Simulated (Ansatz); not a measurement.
C$_{3}$H$_{6}$SSi (`C[SiH]1C=CS1`). Total charge 0; spin multiplicity 1.

```xyz
11

C     1.410   -1.098    0.424
Si   -0.276   -0.323    0.524
C    -1.056    0.359   -1.001
C    -1.030    1.631   -0.577
S    -0.294    1.794    1.037
H     1.341   -2.099   -0.013
H     2.074   -0.492   -0.194
H     1.849   -1.195    1.420
H    -1.162   -1.121    1.412
H    -1.461    0.022   -1.946
H    -1.395    2.522   -1.085
```

Task: List the harmonic frequencies (cm⁻¹, unscaled) at PBE0-D4/def2-TZVP in Ansatz. (Best estimate.)

Result: Ansatz gave: 142, 162, 178, 360, 442, 501, 656, 659, 694, 748, 751, 786, 830, 904, 968, 1064, 1272, 1276, 1441, 1444, 1553, 2218, 3050, 3132, 3150, 3160, 3229.

Task: Is this a minimum?

Result: Yes, all 27 modes are real.

Task: Give the ideal-gas thermochemistry at 298.15 K and 1 bar (rigid rotor, harmonic oscillator; point group C1, symmetry number 1).

Result: Zero-point energy 208.0 kJ/mol; H(298) − E = 227.4 kJ/mol; entropy 331.2 J/(mol·K), of which translation 166.6, rotation 111.9, vibration 52.8; G(298) − E = 128.6 kJ/mol.

Task: And at 400, 500, 600, 800 and 1000 K?

Result: 
| T (K) | H − E (kJ/mol) | S (J/mol/K) | G − E (kJ/mol) |
| --- | --- | --- | --- |
| 400 | 239.3 | 365.5 | 93.1 |
| 500 | 253.1 | 396.3 | 55.0 |
| 600 | 268.6 | 424.5 | 13.9 |
| 800 | 303.4 | 474.4 | -76.1 |
| 1000 | 341.8 | 517.2 | -175.4 |
